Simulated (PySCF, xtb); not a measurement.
Sn(NH2)2 (H4N2Sn), SMILES [NH2][Sn][NH2] (connectivity only; charge and spin as stated), neutral, multiplicity 1. Other conformers were not sampled.

Harmonic wavenumbers (cm⁻¹) from GFN2-xTB in xtb 6.7.1 at its own minimum, in rising order: 167, 264, 331, 337, 352, 486, 497, 526, 586, 1492, 1501, 3439, 3441, 3466, 3468.

**Question.** What does PySCF with B3LYP-D3(BJ)/def2-SVP give at its own minimum? (An estimate is asked for; the answer gives what the named calculation found.)

**Answer.** 168, 193, 264, 321, 432, 571, 584, 588, 691, 1496, 1516, 3537, 3540, 3650, 3651. Paired by order, the mean absolute difference is 77 cm⁻¹ and the zero-point energies are 29.1 and 30.3 kcal/mol.
